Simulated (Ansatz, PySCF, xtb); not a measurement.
Two conformers of C3H8O2 (SMILES OCCCO), B3LYP-D3(BJ)/def2-TZVP minima.
Conformer 1 (charge 0, multiplicity 1):
```json
[
 {"atom": "O", "x (Å)": "1.1793", "y (Å)": "1.3802", "z (Å)": "0.1297"},
 {"atom": "C", "x (Å)": "1.1517", "y (Å)": "-0.0132", "z (Å)": "0.4731"},
 {"atom": "C", "x (Å)": "0.0725", "y (Å)": "-0.7906", "z (Å)": "-0.2686"},
 {"atom": "C", "x (Å)": "-1.3399", "y (Å)": "-0.2841", "z (Å)": "0.0079"},
 {"atom": "O", "x (Å)": "-1.5803", "y (Å)": "1.0134", "z (Å)": "-0.5146"},
 {"atom": "H", "x (Å)": "1.4724", "y (Å)": "1.4623", "z (Å)": "-0.7850"},
 {"atom": "H", "x (Å)": "2.1363", "y (Å)": "-0.4617", "z (Å)": "0.3043"},
 {"atom": "H", "x (Å)": "0.9592", "y (Å)": "-0.0343", "z (Å)": "1.5474"},
 {"atom": "H", "x (Å)": "0.1408", "y (Å)": "-1.8412", "z (Å)": "0.0343"},
 {"atom": "H", "x (Å)": "0.2628", "y (Å)": "-0.7571", "z (Å)": "-1.3469"},
 {"atom": "H", "x (Å)": "-1.5276", "y (Å)": "-0.3080", "z (Å)": "1.0914"},
 {"atom": "H", "x (Å)": "-2.0716", "y (Å)": "-0.9425", "z (Å)": "-0.4630"},
 {"atom": "H", "x (Å)": "-0.8555", "y (Å)": "1.5768", "z (Å)": "-0.2101"}
]
```
Conformer 2 (charge 0, multiplicity 1, Z-matrix in Å and degrees):
```
C
H 1 1.0940
H 1 1.0979 2 106.55
C 1 1.5231 2 108.99 3 -118.17
H 4 1.0917 1 109.76 2 -60.84
H 4 1.0943 5 107.40 1 119.82
O 4 1.4252 5 105.45 6 118.57
H 7 0.9630 4 108.57 5 -173.87
C 1 1.5232 2 109.18 3 117.77
H 9 1.0919 1 110.16 2 66.65
H 9 1.0961 10 107.33 1 119.75
O 9 1.4262 10 105.24 11 117.90
H 12 0.9633 9 108.48 10 -174.06
```

No zero-point or thermal terms.

Frozen-core correlation. Rows in 6-311+G**, 6-31G* carry no dispersion term and start afresh at each structure (6-31G* with six Cartesian d functions).

Run with Ansatz (Gaussian basis) for Hartree–Fock, density functionals and correlated methods; PySCF for 6-311+G** rows, 6-31G* rows, M06-2X, the dispersion terms; xtb for the GFN methods. Values without a source in brackets are computed.

```json
[
 {"level": "GFN2-xTB", "electronic energy of conformer 2 less that of conformer 1 (kcal/mol)": "2.22"},
 {"level": "HF/6-31G*", "electronic energy of conformer 2 less that of conformer 1 (kcal/mol)": "2.63"},
 {"level": "revPBE-D3(BJ)/def2-TZVPP", "electronic energy of conformer 2 less that of conformer 1 (kcal/mol)": "2.73"},
 {"level": "B3LYP/6-311+G**", "electronic energy of conformer 2 less that of conformer 1 (kcal/mol)": "2.49"},
 {"level": "B3LYP/def2-TZVPP", "electronic energy of conformer 2 less that of conformer 1 (kcal/mol)": "2.34"},
 {"level": "M06-2X/def2-TZVPP", "electronic energy of conformer 2 less that of conformer 1 (kcal/mol)": "…"},
 {"level": "B2PLYP-D3(BJ)/def2-TZVPP", "electronic energy of conformer 2 less that of conformer 1 (kcal/mol)": "2.73"},
 {"level": "B2PLYP-D4/def2-TZVPP", "electronic energy of conformer 2 less that of conformer 1 (kcal/mol)": "2.76"},
 {"level": "MP2/cc-pVTZ", "electronic energy of conformer 2 less that of conformer 1 (kcal/mol)": "…"}
]
```

**Question.** What belongs in the gaps?

**Answer.** 
- M06-2X/def2-TZVPP, electronic energy of conformer 2 less that of conformer 1 (kcal/mol): 2.83
- MP2/cc-pVTZ, electronic energy of conformer 2 less that of conformer 1 (kcal/mol): 3.01

Ansatz is a first-principles code.
